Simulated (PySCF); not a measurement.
VO₂F, SMILES [O]=[V](=[O])[F], multiplicity 1.

Geometry optimised at B3LYP-D3(BJ)/def2-SVP. The spin state was assumed, not searched.

Method: PySCF 2.14.0 with TDDFT-LC-ωPBE/def2-SVPD.

Vertical excitations. The molecule is in vacuum. State labels are in the subgroup Cs.

```json
[
 {"state": "S1", "symmetry": "A\"", "energy (eV)": "3.04", "λ (nm)": "408", "f": "0.001", "main pairs": "HOMO→LUMO 94 %"},
 {"state": "S2", "symmetry": "A\"", "energy (eV)": "3.80", "λ (nm)": "327", "f": "0.002", "main pairs": "HOMO→LUMO+1 93 %"},
 {"state": "S3", "symmetry": "A'", "energy (eV)": "4.17", "λ (nm)": "298", "f": "0.000", "main pairs": "HOMO→LUMO+2 78 %"},
 {"state": "S4", "symmetry": "A'", "energy (eV)": "4.28", "λ (nm)": "290", "f": "0.005", "main pairs": "HOMO−1→LUMO 45 %, HOMO−2→LUMO 30 %, HOMO→LUMO+2 15 %"},
 {"state": "S5", "symmetry": "A'", "energy (eV)": "4.38", "λ (nm)": "283", "f": "0.010", "main pairs": "HOMO−2→LUMO 57 %, HOMO−1→LUMO 28 %, HOMO−2→LUMO+1 11 %"},
 {"state": "S6", "symmetry": "A\"", "energy (eV)": "4.71", "λ (nm)": "263", "f": "0.003", "main pairs": "HOMO−3→LUMO 70 %, HOMO−4→LUMO 12 %"},
 {"state": "S7", "symmetry": "A'", "energy (eV)": "4.80", "λ (nm)": "258", "f": "0.004", "main pairs": "HOMO−1→LUMO+1 85 %"},
 {"state": "S8", "symmetry": "A\"", "energy (eV)": "5.05", "λ (nm)": "245", "f": "0.000", "main pairs": "HOMO−1→LUMO+2 40 %, HOMO−4→LUMO 24 %, HOMO−3→LUMO+1 11 %, HOMO−3→LUMO 10 %"},
 {"state": "S9", "symmetry": "A\"", "energy (eV)": "5.13", "λ (nm)": "242", "f": "0.000", "main pairs": "HOMO−4→LUMO 47 %, HOMO−3→LUMO+1 36 %, HOMO−1→LUMO+2 9 %"},
 {"state": "S10", "symmetry": "A'", "energy (eV)": "5.47", "λ (nm)": "226", "f": "0.009", "main pairs": "HOMO−2→LUMO+1 70 %"},
 {"state": "T1", "symmetry": "A\"", "energy (eV)": "2.88", "λ (nm)": "430", "f": "0", "main pairs": "HOMO→LUMO 94 %"},
 {"state": "T2", "symmetry": "A\"", "energy (eV)": "3.45", "λ (nm)": "360", "f": "0", "main pairs": "HOMO→LUMO+1 93 %"},
 {"state": "T3", "symmetry": "A'", "energy (eV)": "3.54", "λ (nm)": "350", "f": "0", "main pairs": "HOMO−1→LUMO 78 %"},
 {"state": "T4", "symmetry": "A'", "energy (eV)": "3.76", "λ (nm)": "330", "f": "0", "main pairs": "HOMO→LUMO+2 89 %"}
]
```
Triplets are in the Tamm–Dancoff approximation, which puts them higher than full response would, so one can lie above its singlet here.
